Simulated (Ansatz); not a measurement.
Ansatz (an electronic-structure program) input file for CH10N2Si2, SMILES NC[SiH2][SiH2]N, B3LYP-D3(BJ)/def2-SVP. 

Ansatz 0.2 input:
```yaml
crystal:
  periodic: [false, false, false]
  atoms:
    - {symbol: N, position_ang: [-2.57537842, -0.72678314, 0.19433470]}
    - {symbol: C, position_ang: [-2.05212317, 0.63161983, 0.33947596]}
    - {symbol: Si, position_ang: [-0.33561743, 0.92011400, -0.46869230]}
    - {symbol: Si, position_ang: [1.19519713, -0.61122781, 0.36199550]}
    - {symbol: N, position_ang: [2.81340420, -0.44720365, -0.22243154]}
    - {symbol: H, position_ang: [-1.94031871, -1.39354856, 0.62197248]}
    - {symbol: H, position_ang: [-2.64761757, -0.96497129, -0.78959623]}
    - {symbol: H, position_ang: [-2.79775168, 1.30653469, -0.08676834]}
    - {symbol: H, position_ang: [-2.01680430, 0.84739561, 1.41013994]}
    - {symbol: H, position_ang: [-0.54988386, 0.78904097, -1.92453273]}
    - {symbol: H, position_ang: [0.01278989, 2.33511209, -0.26087672]}
    - {symbol: H, position_ang: [1.34857698, -0.52805255, 1.81991946]}
    - {symbol: H, position_ang: [0.86276120, -1.99891014, 0.00471570]}
    - {symbol: H, position_ang: [2.99902468, -0.65480552, -1.19008865]}
    - {symbol: H, position_ang: [3.34166618, 0.36598646, 0.04869249]}
basis:
  gaussian:
    orbitals: def2-SVP
hamiltonian:
  xc: b3lyp
  dispersion: d3bj
relax: {f_tol: 0.002, max_steps: 200}
```

It prints:

```
WARN ansatz: RAYON_NUM_THREADS=1 ignored (pool sized by the plan → 1); use --threads N
Functional definition: B3LYP
integrals: 0.10 GiB planned
1378 factors; integrals over basis functions are off by at most 5.5e-4 eV
mean field: 0.62 GiB planned
mean field evaluation 1: about -19916.6511 eV, gradient 7.4e1 eV
mean field evaluation 2: about -19898.1509 eV, gradient 1.1e2 eV
mean field evaluation 4: about -19928.3401 eV, gradient 5.6e0 eV
mean field evaluation 8: about -19928.4326 eV, gradient 4.4e-2 eV
mean field evaluation 16: about -19928.4326 eV, gradient 1.8e-5 eV
mean field -19928.43256276 eV, -732.3563887046 hartree, gradient 1.8e-5 eV, S^2 0.000000; 0 other end points of the search recorded, 0 dependent functions left out
the calculation of the forces begins
reference -19928.43287278 eV, -732.3564000978 hartree; 29, 29 occupied and 99, 99 virtual orbitals, 1378 factors
relax step   1: F+E_penalty+E_count = -19929.04713878 eV  Δ(F+E_penalty+E_count) = +0.000e0 eV  max|allowed force component| = 1.027e0 eV/Å  Δτ_max = 0.0000 Å  (26 SCF iters, accepted)
these checks for a lower state are left out or cut short: starts, cluster_reference, orbital_swaps, neighbouring_geometries, increment
integrals: 0.10 GiB planned
1378 factors; integrals over basis functions are off by at most 5.7e-4 eV
mean field: 0.62 GiB planned
[...]
reference -19928.59617088 eV, -732.3624011921 hartree; 29, 29 occupied and 99, 99 virtual orbitals, 1378 factors
relax step   8: F+E_penalty+E_count = -19929.20246838 eV  Δ(F+E_penalty+E_count) = -2.352e-4 eV  max|allowed force component| = 3.306e-2 eV/Å  Δτ_max = 0.0211 Å  (26 SCF iters, accepted)
these checks for a lower state are left out or cut short: starts, cluster_reference, orbital_swaps, neighbouring_geometries, increment
integrals: 0.10 GiB planned
1378 factors; integrals over basis functions are off by at most 6.1e-4 eV
mean field: 0.62 GiB planned
mean field -19928.59652749 eV, -732.3624142975 hartree, gradient 6.1e-5 eV, S^2 0.000000; 0 other end points of the search recorded, 0 dependent functions left out
the calculation of the forces begins
reference -19928.59684246 eV, -732.3624258722 hartree; 29, 29 occupied and 99, 99 virtual orbitals, 1378 factors
relax step   9: F+E_penalty+E_count = -19929.20270467 eV  Δ(F+E_penalty+E_count) = -2.363e-4 eV  max|allowed force component| = 5.822e-2 eV/Å  Δτ_max = 0.0801 Å  (24 SCF iters, accepted)
these checks for a lower state are left out or cut short: starts, cluster_reference, orbital_swaps, neighbouring_geometries, increment
integrals: 0.10 GiB planned
1378 factors; integrals over basis functions are off by at most 6.2e-4 eV
mean field: 0.62 GiB planned
mean field evaluation 64: about -19928.5960 eV, gradient 5.5e-5 eV
mean field -19928.59597223 eV, -732.3623938918 hartree, gradient 5.5e-5 eV, S^2 0.000000; 0 other end points of the search recorded, 0 dependent functions left out
the calculation of the forces begins
reference -19928.59628739 eV, -732.3624054737 hartree; 29, 29 occupied and 99, 99 virtual orbitals, 1378 factors
relax step  10: F+E_penalty+E_count = -19929.20187564 eV  Δ(F+E_penalty+E_count) = +8.290e-4 eV  max|allowed force component| = 7.359e-2 eV/Å  Δτ_max = 0.0395 Å  (26 SCF iters, rejected (line search))
these checks for a lower state are left out or cut short: starts, cluster_reference, orbital_swaps, neighbouring_geometries, increment
integrals: 0.10 GiB planned
1378 factors; integrals over basis functions are off by at most 6.1e-4 eV
mean field: 0.62 GiB planned
mean field -19928.59680680 eV, -732.3624245619 hartree, gradient 1.9e-5 eV, S^2 0.000000; 0 other end points of the search recorded, 0 dependent functions left out
the calculation of the forces begins
reference -19928.59712160 eV, -732.3624361306 hartree; 29, 29 occupied and 99, 99 virtual orbitals, 1378 factors
relax step  11: F+E_penalty+E_count = -19929.20309094 eV  Δ(F+E_penalty+E_count) = -3.863e-4 eV  max|allowed force component| = 3.137e-2 eV/Å  Δτ_max = 0.0112 Å  (22 SCF iters, accepted)
these checks for a lower state are left out or cut short: starts, cluster_reference, orbital_swaps, neighbouring_geometries, increment
integrals: 0.10 GiB planned
1378 factors; integrals over basis functions are off by at most 6.1e-4 eV
mean field: 0.62 GiB planned
mean field -19928.59683883 eV, -732.3624257390 hartree, gradient 5.5e-5 eV, S^2 0.000000; 0 other end points of the search recorded, 0 dependent functions left out
the calculation of the forces begins
reference -19928.59715353 eV, -732.3624373040 hartree; 29, 29 occupied and 99, 99 virtual orbitals, 1378 factors
relax step  12: F+E_penalty+E_count = -19929.20326126 eV  Δ(F+E_penalty+E_count) = -1.703e-4 eV  max|allowed force component| = 8.858e-3 eV/Å  Δτ_max = 0.0171 Å  (26 SCF iters, accepted)
these checks for a lower state are left out or cut short: starts, cluster_reference, orbital_swaps, neighbouring_geometries, increment
integrals: 0.10 GiB planned
1378 factors; integrals over basis functions are off by at most 6.1e-4 eV
mean field: 0.62 GiB planned
mean field -19928.59701334 eV, -732.3624321522 hartree, gradient 2.4e-5 eV, S^2 0.000000; 0 other end points of the search recorded, 0 dependent functions left out
the calculation of the forces begins
reference -19928.59732809 eV, -732.3624437189 hartree; 29, 29 occupied and 99, 99 virtual orbitals, 1378 factors
relax step  13: F+E_penalty+E_count = -19929.20329570 eV  Δ(F+E_penalty+E_count) = -3.444e-5 eV  max|allowed force component| = 3.791e-3 eV/Å  Δτ_max = 0.0083 Å  (22 SCF iters, accepted)
these checks for a lower state are left out or cut short: starts, cluster_reference, orbital_swaps, neighbouring_geometries, increment
integrals: 0.10 GiB planned
1378 factors; integrals over basis functions are off by at most 6.1e-4 eV
mean field: 0.62 GiB planned
mean field -19928.59717940 eV, -732.3624382546 hartree, gradient 5.5e-5 eV, S^2 0.000000; 0 other end points of the search recorded, 0 dependent functions left out
the calculation of the forces begins
reference -19928.59749419 eV, -732.3624498230 hartree; 29, 29 occupied and 99, 99 virtual orbitals, 1378 factors
relax step  14: F+E_penalty+E_count = -19929.20333969 eV  Δ(F+E_penalty+E_count) = -4.399e-5 eV  max|allowed force component| = 4.951e-3 eV/Å  Δτ_max = 0.0220 Å  (25 SCF iters, accepted)
these checks for a lower state are left out or cut short: starts, cluster_reference, orbital_swaps, neighbouring_geometries, increment
integrals: 0.10 GiB planned
1378 factors; integrals over basis functions are off by at most 6.1e-4 eV
mean field: 0.62 GiB planned
mean field -19928.59725085 eV, -732.3624408802 hartree, gradient 2.6e-5 eV, S^2 0.000000; 0 other end points of the search recorded, 0 dependent functions left out
the calculation of the forces begins
reference -19928.59756564 eV, -732.3624524487 hartree; 29, 29 occupied and 99, 99 virtual orbitals, 1378 factors
relax step  15: F+E_penalty+E_count = -19929.20335053 eV  Δ(F+E_penalty+E_count) = -1.085e-5 eV  max|allowed force component| = 3.381e-3 eV/Å  Δτ_max = 0.0099 Å  (22 SCF iters, accepted)
these checks for a lower state are left out or cut short: starts, cluster_reference, orbital_swaps, neighbouring_geometries, increment
integrals: 0.10 GiB planned
1378 factors; integrals over basis functions are off by at most 6.1e-4 eV
mean field: 0.62 GiB planned
mean field evaluation 96: about -19928.5973 eV, gradient 1.9e-4 eV
mean field -19928.59726170 eV, -732.3624412790 hartree, gradient 1.8e-5 eV, S^2 0.000000; 0 other end points of the search recorded, 0 dependent functions left out
the calculation of the forces begins
reference -19928.59757647 eV, -732.3624528467 hartree; 29, 29 occupied and 99, 99 virtual orbitals, 1378 factors
relax step  16: F+E_penalty+E_count = -19929.20335534 eV  Δ(F+E_penalty+E_count) = -4.805e-6 eV  max|allowed force component| = 3.191e-3 eV/Å  Δτ_max = 0.0072 Å  (22 SCF iters, accepted)
these checks for a lower state are left out or cut short: starts, cluster_reference, orbital_swaps, neighbouring_geometries, increment
integrals: 0.10 GiB planned
1378 factors; integrals over basis functions are off by at most 6.1e-4 eV
mean field: 0.62 GiB planned
mean field -19928.59722124 eV, -732.3624397924 hartree, gradient 5.3e-5 eV, S^2 0.000000; 0 other end points of the search recorded, 0 dependent functions left out
the calculation of the forces begins
reference -19928.59753601 eV, -732.3624513596 hartree; 29, 29 occupied and 99, 99 virtual orbitals, 1378 factors
relax step  17: F+E_penalty+E_count = -19929.20335697 eV  Δ(F+E_penalty+E_count) = -1.628e-6 eV  max|allowed force component| = 4.064e-3 eV/Å  Δτ_max = 0.0030 Å  (18 SCF iters, accepted)
these checks for a lower state are left out or cut short: starts, cluster_reference, orbital_swaps, neighbouring_geometries, increment
integrals: 0.10 GiB planned
1378 factors; integrals over basis functions are off by at most 6.1e-4 eV
mean field: 0.62 GiB planned
mean field -19928.59720326 eV, -732.3624391315 hartree, gradient 4.6e-5 eV, S^2 0.000000; 0 other end points of the search recorded, 0 dependent functions left out
the calculation of the forces begins
reference -19928.59751802 eV, -732.3624506986 hartree; 29, 29 occupied and 99, 99 virtual orbitals, 1378 factors
relax step  18: F+E_penalty+E_count = -19929.20335951 eV  Δ(F+E_penalty+E_count) = -2.540e-6 eV  max|allowed force component| = 2.270e-3 eV/Å  Δτ_max = 0.0032 Å  (18 SCF iters, accepted)
these checks for a lower state are left out or cut short: starts, cluster_reference, orbital_swaps, neighbouring_geometries, increment
integrals: 0.10 GiB planned
1378 factors; integrals over basis functions are off by at most 6.1e-4 eV
mean field: 0.62 GiB planned
mean field -19928.59720926 eV, -732.3624393520 hartree, gradient 1.7e-5 eV, S^2 0.000000; 0 other end points of the search recorded, 0 dependent functions left out
the calculation of the forces begins
reference -19928.59752403 eV, -732.3624509194 hartree; 29, 29 occupied and 99, 99 virtual orbitals, 1378 factors
relax step  19: F+E_penalty+E_count = -19929.20336079 eV  Δ(F+E_penalty+E_count) = -1.283e-6 eV  max|allowed force component| = 1.048e-3 eV/Å  Δτ_max = 0.0008 Å  (17 SCF iters, accepted)
integrals: 0.10 GiB planned
1378 factors; integrals over basis functions are off by at most 6.1e-4 eV
mean field: 0.62 GiB planned
mean field -19928.59720926 eV, -732.3624393520 hartree, gradient 1.7e-5 eV, S^2 0.000000; 1 other end points of the search recorded, 0 dependent functions left out
the calculation of the forces begins
reference -19928.59752403 eV, -732.3624509194 hartree; 29, 29 occupied and 99, 99 virtual orbitals, 1378 factors
Total energy: -19929.20367555 eV, -732.3847265772 hartree
Atom 0 at    -2.621534    -0.756575     0.077159 Å, force    -0.000598    -0.000719     0.000099 eV/Å
Atom 1 at    -2.088091     0.582918     0.359468 Å, force     0.001048     0.000477    -0.000608 eV/Å
Atom 2 at    -0.362916     0.933821    -0.399084 Å, force     0.000321    -0.000127     0.000331 eV/Å
Atom 3 at     1.267014    -0.555386     0.442086 Å, force    -0.000871     0.000112     0.000780 eV/Å
Atom 4 at     2.848379    -0.471692    -0.295667 Å, force    -0.000077    -0.000212    -0.000549 eV/Å
Atom 5 at    -1.995146    -1.477766     0.435943 Å, force     0.000071     0.000144     0.000157 eV/Å
Atom 6 at    -2.677388    -0.911958    -0.930073 Å, force     0.000014     0.000086    -0.000137 eV/Å
Atom 7 at    -2.807197     1.337878    -0.003596 Å, force     0.000032    -0.000199     0.000007 eV/Å
Atom 8 at    -2.046018     0.728714     1.452946 Å, force     0.000042    -0.000043    -0.000047 eV/Å
Atom 9 at    -0.463709     0.740943    -1.883426 Å, force    -0.000541     0.000387    -0.000099 eV/Å
Atom 10 at     0.077806     2.349256    -0.165833 Å, force    -0.000007     0.000102    -0.000259 eV/Å
Atom 11 at     1.435905    -0.300458     1.905752 Å, force     0.000338    -0.000007     0.000269 eV/Å
Atom 12 at     0.756205    -1.951201     0.263108 Å, force    -0.000070    -0.000389    -0.000095 eV/Å
Atom 13 at     2.931085    -0.741922    -1.272622 Å, force     0.000138     0.000063    -0.000150 eV/Å
Atom 14 at     3.403531     0.363727    -0.127900 Å, force     0.000159     0.000324     0.000300 eV/Å
Dipole moment:     0.244418     0.096436    -0.236982 e Å
```

The run converged.

Cost: around 2.7 core-minutes (rough).
